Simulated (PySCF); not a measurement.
**How methods differ on the excitation energy of V**

V [Ar] 3d3 4s2 (4F) → V [Ar] 3d5 (6S), as a difference of total energies. Computed with PySCF 2.14 in def2-TZVPPD (6s6p4d2f1g, 67 functions), with the non-relativistic Hamiltonian (point nucleus). Correlated levels: valence and next inner shell: [Ne] frozen. The calculations carry no spin-orbit coupling.

| method | excitation energy (eV) |
| --- | --- |
| UHF | 3.481 |
| MP2 (valence and next inner shell) | 1.504 |
| SCS-MP2 (valence and next inner shell) | 2.975 |
| CCSD (valence and next inner shell) | 2.462 |
| CCSD(T) (valence and next inner shell) | 2.385 |

**Question.** How much does correlation contribute at CCSD(T) (valence and next inner shell)?

**Answer.** 2.385 − (3.481) = -1.096 eV, measured against UHF.

A first-order spin-orbit estimate (lowest level to lowest level, LS coupling) adds 0.043 eV.
